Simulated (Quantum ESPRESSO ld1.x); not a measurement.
The numbers below are computed, except where a source is named.
Question: Radial electron density D(r) = 4 pi r^2 rho(r) of an atom or ion with 29 electrons. Code: ld1.x of Quantum ESPRESSO 7.5. Model: scalar-relativistic Kohn-Sham, LDA (Slater exchange, Perdew-Zunger correlation), spin-polarised, spherical densities, point nucleus.

r (bohr)  D(r) (e/bohr)  spin D(r)
0.001329          6.136     0.0232
0.001717          9.203     0.0345
0.002218          13.61     0.0507
0.002865          19.75     0.0727
0.003701          27.99      0.101
0.004781          38.47      0.136
0.006176          50.84      0.172
0.007977          63.89      0.202
0.0103            75.40      0.212
0.01331           82.48      0.185
0.0172            82.96      0.117
0.02221           77.84     0.0317
0.02869           73.04   0.000232
0.03706           76.90      0.113
0.04826           92.50      0.373
0.06234           107.4      0.533
0.08053           105.1      0.325
0.104             86.89   -0.00526
0.1344            77.78      0.313
0.1736            87.30       1.07
0.2242            85.72      0.719
0.2896            54.66  -0.000812
0.3741            21.20       1.48
0.4833            6.495       3.01
0.6243            2.036       1.78
0.8064           0.3581      0.352
1.042           0.02021     0.0202
1.346         0.0002577   0.000258

What is the nuclear charge?

Answer: Z = 63. The innermost maximum, from 1s, lies near gamma/Z bohr with gamma = sqrt(1 - (Z/c)^2) = 0.888, here 0.0141 bohr (found: 0.0154), and its height grows with Z. The density is that of the europium ion Eu34+ in [Ar] 3d10 4s1; the configuration itself is not fixed sharply by these data, and Z only to a few units. D(r) has 3 maxima, at r = 0.0154, 0.0692, 0.196 bohr, and minima at 0.0301, 0.131 bohr, inside which lie 1.96, 11.26 electrons.
